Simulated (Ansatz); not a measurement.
Calculated with Ansatz (gas phase, PBE0-D4/def2-TZVP geometries, no zero-point term in ΔE). CCSD(T)/CBS adds triple-zeta CCSD(T) − MP2 to the extrapolated MP2 energy (def2 sets, frozen cores). Each species was taken in one conformer, which may not be the lowest.

Reaction (formal exchange of groups at the Si–Si bond): `C[Si]([AlH2])([SiH3])Cl` + `[AlH2][S][SiH3]` → `[SiH3][AlH][S][SiH3]` + `C[SiH]([AlH2])Cl`

| level | ΔE (kJ/mol) |
| --- | --- |
| HF/def2-TZVPP | -4.9 |
| HF/def2-QZVPP | -4.9 |

(1) What does CCSD(T)/CBS give? (An estimate is asked.)

Largest T1 diagnostic among the species: 0.013.

Results:

(1) Ansatz gave: -3.0 kJ/mol. The listed levels differ from it by -1.9, -1.9 kJ/mol.
